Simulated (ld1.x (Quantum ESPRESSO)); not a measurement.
**Logarithmic derivatives: silicon (Si), TM**

```json
{
 "Element": "silicon",
 "Generator": "ld1.x (Quantum ESPRESSO) 7.5",
 "Type": "norm-conserving Troullier–Martins (Kleinman–Bylander form)",
 "Functional": "LDA (PZ)",
 "Relativity": "non-relativistic",
 "Frozen core": "[Ne]",
 "Valence charge": "4",
 "Reference configuration": "3s1.75 3p2.25",
 "Partial waves": "3s (bound): rc 1.90 bohr; 3p (bound): rc 1.85 bohr; 3d channel at -0.05 Ry: rc 1.80 bohr",
 "Local potential": "all-electron potential smoothed inside 1.55 bohr (lloc = -1)",
 "Core correction": "a·sin(br)/r model core inside 0.80 bohr"
}
```

The phase is arctan(r·u′/u) with u = r·R(r), unwrapped; energies in Ry, scanned from -3 to 5 Ry. A pole is an energy at which the radial function vanishes at the test radius. The pseudo phase is shifted by a multiple of π to meet the all-electron one at the reference energy, and phase errors are pseudo minus all-electron; the curves can meet again beyond the range given. Levels narrower than the energy grid can be missing from the lists of poles.

```json
{"channel": "s", "radius (bohr)": "2.05", "reference energy (Ry)": "-0.81", "poles, all-electron": "1.78", "poles, pseudo": "1.45, 4.76", "unbroken range about the reference energy with phases within 0.05 rad": "below 1.8", "phase error 1 Ry above the reference energy (rad)": "-0.010"}
{"channel": "p", "radius (bohr)": "2.05", "reference energy (Ry)": "-0.32", "poles, all-electron": "2.71", "poles, pseudo": "2.45", "unbroken range about the reference energy with phases within 0.05 rad": "below 3.4", "phase error 1 Ry above the reference energy (rad)": "-0.010"}
{"channel": "d", "radius (bohr)": "2.05", "reference energy (Ry)": "-0.05", "poles, all-electron": "3.38", "poles, pseudo": "3.44", "unbroken range about the reference energy with phases within 0.05 rad": "the whole range", "phase error 1 Ry above the reference energy (rad)": "+0.003"}
```

Phases in the s channel:

```
E (Ry)  all-electron  pseudo
 -3.00         1.159   1.155
 -2.76         1.122   1.118
 -2.52         1.076   1.071
 -2.28         1.015   1.010
 -2.04         0.934   0.928
 -1.80         0.818   0.812
 -1.56         0.647   0.642
 -1.32         0.390   0.385
 -1.08         0.023   0.021
 -0.84        -0.397  -0.397
 -0.60        -0.749  -0.750
 -0.36        -0.993  -0.996
 -0.12        -1.154  -1.161
  0.12        -1.265  -1.274
  0.36        -1.345  -1.357
  0.60        -1.405  -1.420
  0.84        -1.452  -1.471
  1.08        -1.489  -1.514
  1.32        -1.521  -1.552
  1.56        -1.548  -1.587
  1.80        -1.573  -1.623
  2.04        -1.594  -1.661
  2.28        -1.614  -1.707
  2.52        -1.633  -1.770
  2.76        -1.651  -1.873
  3.00        -1.669  -2.108
  3.24        -1.687  -2.979
  3.48        -1.705  -4.130
  3.72        -1.723  -4.443
  3.96        -1.743  -4.563
  4.20        -1.765  -4.628
  4.44        -1.788  -4.671
  4.68        -1.815  -4.704
  4.92        -1.845  -4.730
```
